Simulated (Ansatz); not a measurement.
Relaxation of AlFH4NSi (8 atoms, charge 1, multiplicity 1), to a largest force component of 0.015 eV/Å in at most 40 steps.

Computed with Ansatz 0.2.0, RHF/cc-pVDZ.

```xyz
8
Properties=species:S:1:pos:R:3
N 0.639 1.908 -0.106
Al 0.420 0.265 0.449
F 0.995 -0.522 1.769
Si -0.883 -1.670 -0.422
H 1.189 2.576 0.432
H 0.274 2.370 -0.929
H -0.433 -2.743 -1.339
H -2.356 -1.824 -0.420
```

**Question.** Where does it end, and by what steps?

**Answer.** The run converged. Limits of this set-up: the dipole of an ion depends on the origin. After 7 steps the energy has fallen by 0.173 eV; H6 moved furthest, 0.19 Å.

```tsv
step	energy less start (eV)	largest force component (eV/Å)	accepted
0	0.0000	1.270	yes
1	-0.1443	0.426	yes
2	-0.1550	0.719	yes
3	-0.1682	0.291	yes
4	-0.1694	0.232	yes
5	-0.1723	0.048	yes
6	-0.1731	0.015	yes
7	-0.1732	0.013	yes
```

```xyz
8
Properties=species:S:1:pos:R:3
N 0.627 1.844 -0.103
Al 0.454 0.248 0.561
F 1.026 -0.518 1.918
Si -0.920 -1.572 -0.550
H 1.174 2.572 0.326
H 0.212 2.190 -0.949
H -0.357 -2.629 -1.415
H -2.370 -1.776 -0.353
```

Whether the end is a true minimum wasn't checked by a vibrational analysis.

Time of the run: 16 s on 1 thread of Intel(R) Xeon(R) CPU @ 2.60GHz (Ice Lake) (shared host), peak memory 0.17 GiB.
